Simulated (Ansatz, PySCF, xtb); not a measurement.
Noncovalent pair: HCl (SMILES Cl) (first 2 atoms) with SiH4 (SMILES [SiH4]); geometry from B3LYP-D3(BJ)/def2-TZVP, rigid monomers moved along the line of their centres of mass till Cl1···Si3 is 3.39 Å.
(charge 0, multiplicity 1):
```xyz
7

Cl    -0.069    -0.338    -0.325
H     -0.675    -1.322     0.229
Si     0.009     0.104     3.037
H      0.825     1.214     2.500
H     -1.372     0.196     2.512
H     -0.026     0.182     4.516
H      0.599    -1.192     2.634
```

Monomers are frozen at their geometry in the pair; levels with a basis set take the counterpoise correction. Rows marked so take none.

Rows in 3-21G carry no dispersion term and start afresh at each structure.

The values were computed with Ansatz (Gaussian basis) for Hartree–Fock, density functionals and correlated methods; PySCF for 3-21G rows, the dispersion terms; xtb for the GFN methods. Each number belongs to the level named beside it.

Problem. One of these levels gives 10.7 kJ/mol for the interaction energy. Name it.
A. PBE-D3(BJ)/def2-TZVPPD
B. HF/aug-cc-pV(D+d)Z
C. GFN1-xTB
D. HF/3-21G (no counterpoise)

Solution. B, HF/aug-cc-pV(D+d)Z. The others give -18.9 (GFN1-xTB), 4.0 (HF/3-21G (no counterpoise)), -1.9 (PBE-D3(BJ)/def2-TZVPPD)

Ansatz is a quantum-chemistry and plane-wave program.
